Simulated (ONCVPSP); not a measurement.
nitrogen: ONCV pseudisation with PBE, non-relativistic reference atom.

Input for ONCVPSP 4.0.1:

```
# ATOM AND REFERENCE CONFIGURATION
# atsym  z   nc   nv     iexc    psfile
  N 7.00    1    2        4      upf
#
#   n    l    f
    1    0    2.00
    2    0    2.00
    2    1    2.00
#
# PSEUDOPOTENTIAL AND OPTIMIZATION
# lmax
    2
#
#   l,   rc,      ep,       ncon, nbas, qcut
    0    1.00    0.00    5    9    7.80
    1    1.85    0.00    3    8    7.90
    2    1.95    0.39    4    9    5.90
#
# LOCAL POTENTIAL
# lloc, lpopt,  rc(5),   dvloc0
    4    5    0.90    3.00
#
# VANDERBILT-KLEINMAN-BYLANDER PROJECTORs
# l, nproj, debl
    0    2    1.30
    1    2    2.60
    2    2    2.50
#
# MODEL CORE CHARGE
# icmod, fcfact, rcfact
    3    4.75    1.50
#
# LOG DERIVATIVE ANALYSIS
# epsh1, epsh2, depsh
   -3.00    5.00    0.02
#
# OUTPUT GRID
# rlmax, drl
    6.00    0.01
#
# TEST CONFIGURATIONS
# ncnf
    4
# nvcnf
#   n    l    f
    2
    2    0    2.00
    2    1    3.00
#
    2
    2    0    2.00
    2    1    1.00
#
    2
    2    0    2.00
    2    1    0.00
#
    2
    2    0    1.00
    2    1    3.00
#
```

Command:

```bash
oncvpspnr.x < N.dat > N.out
```

The program printed (shortened: citation, most of the input echo, consistency checks and plot data are left out):

```
ONCVPSP  (Optimized Norm-Conservinng Vanderbilt PSeudopotential)
scalar-relativistic version 4.0.1

#   n    l    f        energy (Ha)
    1    0    2.00    -1.4752494E+01
    2    0    2.00    -1.1919169E+00
    2    1    2.00    -7.6046786E-01

Reference configufation results
  iterations    22
  all-electron total energy (Ha)   -5.39212953D+01

Begin loop to  construct optimized pseudo wave functions
and semi-local pseudopoentials for all angular momenta

   Wellstate for l =  0  n =  3
     eigenvalue =   0.1081
     asymptotic potential =   0.6081
     half-point radius =  3.2395

Calculating optimized projector #   1

 for l=   0

    Fraction of norm inside rc  0.365403
    Optimizing pswf for qcut=   7.81 a_B^-1,  ecut=  30.51 Ha
    Residual kinetic energy error=  7.39D-04 Ha

    Energy error per electron        Cutoff
         Ha          eV             Ha
         0.01000     0.27211       19.83
         0.00100     0.02721       29.29
         0.00010     0.00272      106.61
         0.00001     0.00027      209.28

Calculating optimized projector #   2

 for l=   0

    Fraction of norm inside rc  0.077173
    Optimizing pswf for qcut=   7.81 a_B^-1,  ecut=  30.51 Ha
    Residual kinetic energy error=  2.51D-04 Ha

    Energy error per electron        Cutoff
         Ha          eV             Ha
         0.01000     0.27211       14.77
         0.00100     0.02721       25.10
         0.00010     0.00272       46.84
         0.00001     0.00027      243.19

   Wellstate for l =  1  n =  4
     eigenvalue =   1.8395
     asymptotic potential =   2.3395
     half-point radius =  3.2039

Calculating optimized projector #   1

 for l=   1

    Fraction of norm inside rc  0.831135
    Optimizing pswf for qcut=   7.89 a_B^-1,  ecut=  31.16 Ha
    Residual kinetic energy error=  1.15D-07 Ha

    Energy error per electron        Cutoff
         Ha          eV             Ha
         0.01000     0.27211       15.13
         0.00100     0.02721       19.65
         0.00010     0.00272       23.39
         0.00001     0.00027       26.29

Calculating optimized projector #   2

 for l=   1

    Fraction of norm inside rc  0.196665
    Optimizing pswf for qcut=   7.89 a_B^-1,  ecut=  31.16 Ha
    Residual kinetic energy error=  2.45D-06 Ha

    Energy error per electron        Cutoff
         Ha          eV             Ha
         0.01000     0.27211       17.46
         0.00100     0.02721       22.20
         0.00010     0.00272       25.97
         0.00001     0.00027       29.52

   Wellstate for l =  2  n =  4
     eigenvalue =   0.3900
     asymptotic potential =   0.8900
     half-point radius =  6.9580

   Wellstate for l =  2  n =  5
     eigenvalue =   2.8900
     asymptotic potential =   3.3900
     half-point radius =  3.5342

Calculating optimized projector #   1

 for l=   2

    Fraction of norm inside rc  0.109849
    Optimizing pswf for qcut=   5.90 a_B^-1,  ecut=  17.40 Ha
    Residual kinetic energy error=  2.36D-06 Ha

    Energy error per electron        Cutoff
         Ha          eV             Ha
         0.01000     0.27211        4.39
         0.00100     0.02721        8.56
         0.00010     0.00272       12.37
         0.00001     0.00027       15.58

Calculating optimized projector #   2

 for l=   2

    Fraction of norm inside rc  0.158583
    Optimizing pswf for qcut=   5.90 a_B^-1,  ecut=  17.40 Ha
    Residual kinetic energy error=  3.56D-04 Ha

    Energy error per electron        Cutoff
         Ha          eV             Ha
         0.01000     0.27211       11.72
         0.00100     0.02721       15.96
         0.00010     0.00272       23.32
         0.00001     0.00027       86.59

Construct Vanderbilt / Kleinmman-Bylander projectors

B matrix Hermiticity error, ll=   0
   1   2   -1.9030E-09

  Orthonormal projector coefficients  1.3127E+01  4.1716E+00

B matrix Hermiticity error, ll=   1
   1   2   -1.5200E-08

  Orthonormal projector coefficients -2.6267E+00 -5.7909E-01

B matrix Hermiticity error, ll=   2
   1   2    1.0649E-08

  Orthonormal projector coefficients -9.2046E-01 -4.2394E-01

Model core correction analysis
  based on d2Exc/dn_idn_j

d2excae - all-electron derivatives

   -6.180144D-02   -5.524034D-02
   -5.524492D-02   -5.439443D-02

d2excps - pseudofunction derivatives with no core correction

   -6.043315D-02   -5.849430D-02
   -5.849554D-02   -5.729531D-02

rms 2nd derivative error    2.803666E-03

rmatch, rhocmatch    0.4748    4.5734

Teter function model core charge with specified parameters

d2excps - pseudofunction derivatives with core correction

   -5.970422D-02   -5.767978D-02
   -5.768138D-02   -5.632612D-02

rms 2nd derivative error    2.237016E-03

Pseudoatom total energy   -9.116301

Diagnostic tests using Vanderbilt-Kleinman-Bylander pseudopotentials
  1 or more projectors used as specified by nproj input data

   l    rcore       rmatch      e in        delta e   norm test  slope test

   0   1.0028271   1.0332751  -1.1919169   0.0000000   1.0000000   1.0000000
   0   1.0028271   1.0332751   0.1080831   0.0000000   1.0000000   1.0000000

   1   1.8570265   1.9134098  -0.7604679  -0.0000045   0.9999927   0.9999859
   1   1.8570265   1.9134098   1.8395321  -0.0000396   1.0000035   1.0000035

   2   1.9597466   2.0192487   0.3900000  -0.0000000   1.0000000   1.0000000
   2   1.9597466   2.0192487   2.8900000   0.0000000   1.0000001   1.0000001

 Testing for bound ghosts
   n   l    E NL Schr. Eq   E Basis Diag.   E Cutoff

   1   0       -1.191917       -1.165400    345.07

   2   1       -0.760472       -0.760252     87.79

   3   2       -0.070497        0.058020    114.89

 Testing for highly-localized positive-energy ghosts
       l    <radius>/rc     E Basis Diag.   E Cutoff

Test configuration 0

   n   l     f        eae           eps        diff
   1   0  2.0000  -14.75249381
   2   0  2.0000   -1.19191688   -1.19191688    0.00D+00
   2   1  2.0000   -0.76046786   -0.76047241   -4.54D-06

    Total energies and differences
      AE_ref= -5.39212953D+01  AE_tst= -5.39212953D+01  dif=  0.00D+00
      PS_ref= -9.11630077D+00  PS_tst= -9.11630077D+00  dif= -3.55D-15
      PSP excitation error=  3.55D-15

Test configuration 1

   n   l     f        eae           eps        diff
   1   0  2.0000  -14.12923920
   2   0  2.0000   -0.68198129   -0.68120441    7.77D-04
   2   1  3.0000   -0.26072515   -0.26254786   -1.82D-03

    Total energies and differences
      AE_ref= -5.39212953D+01  AE_tst= -5.44209729D+01  dif= -5.00D-01
      PS_ref= -9.11630077D+00  PS_tst= -9.61749641D+00  dif= -5.01D-01
      PSP excitation error=  1.52D-03

Test configuration 2

   n   l     f        eae           eps        diff
   1   0  2.0000  -15.56777800
   2   0  2.0000   -1.80531178   -1.80002111    5.29D-03
   2   1  1.0000   -1.37863810   -1.36558708    1.31D-02

    Total energies and differences
      AE_ref= -5.39212953D+01  AE_tst= -5.28607623D+01  dif=  1.06D+00
      PS_ref= -9.11630077D+00  PS_tst= -8.06100189D+00  dif=  1.06D+00
      PSP excitation error=  5.23D-03

Test configuration 3

   n   l     f        eae           eps        diff
   1   0  2.0000  -16.55862744
   2   0  2.0000   -2.50194526   -2.47883198    2.31D-02

    Total energies and differences
      AE_ref= -5.39212953D+01  AE_tst= -5.11304465D+01  dif=  2.79D+00
      PS_ref= -9.11630077D+00  PS_tst= -6.35843102D+00  dif=  2.76D+00
      PSP excitation error=  3.30D-02

Test configuration 4

   n   l     f        eae           eps        diff
   1   0  2.0000  -14.75900396
   2   0  1.0000   -1.19591573   -1.19963861   -3.72D-03
   2   1  3.0000   -0.76395778   -0.76824047   -4.28D-03

    Total energies and differences
      AE_ref= -5.39212953D+01  AE_tst= -5.34895860D+01  dif=  4.32D-01
      PS_ref= -9.11630077D+00  PS_tst= -8.68487786D+00  dif=  4.31D-01
      PSP excitation error=  2.86D-04
```

oncvpspnr.x prints “scalar-relativistic version” in its banner although the run is non-relativistic.

The run took about 2.6 s on one core of a shared server CPU.
